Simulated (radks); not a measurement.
Coulomb parameter of the 4f shell of the promethium ion Pm+ in the model configuration [Xe] 4f4 5d1 6s1, as a second difference U = [E(n + 0.5) + E(n - 0.5) - 2 E(n)] / (0.5)^2 with all orbitals relaxed. "Bare": the charge of the atom changes with n. "Screened": the 5d shell takes up the change at fixed total charge, which measures U(4f,4f) + U(5d,5d) - 2 U(4f,5d). All-electron calculation, scalar-relativistic Kohn-Sham, r2SCAN, spin-unpolarised, spherical densities, finite nucleus; meta-GGA in the generalised Kohn-Sham scheme; Fermi nuclear charge, rms radius 4.962 fm. Program: a radial shooting solver on a logarithmic mesh with Libxc functionals.

case,configuration,E - E(n) (eV)
start,[Xe] 4f4 5d1 6s1,0.000
bare +0.5,[Xe] 4f4.5 5d1 6s1,-4.911
bare -0.5,[Xe] 4f3.5 5d1 6s1,8.631
screened +0.5,[Xe] 4f4.5 5d0.5 6s1,-1.933
screened -0.5,[Xe] 4f3.5 5d1.5 6s1,3.100

U(bare) = 14.878 eV, U(screened by 5d) = 4.666 eV, against the Slater integral F0(4f,4f) = 26.601 eV with frozen orbitals.
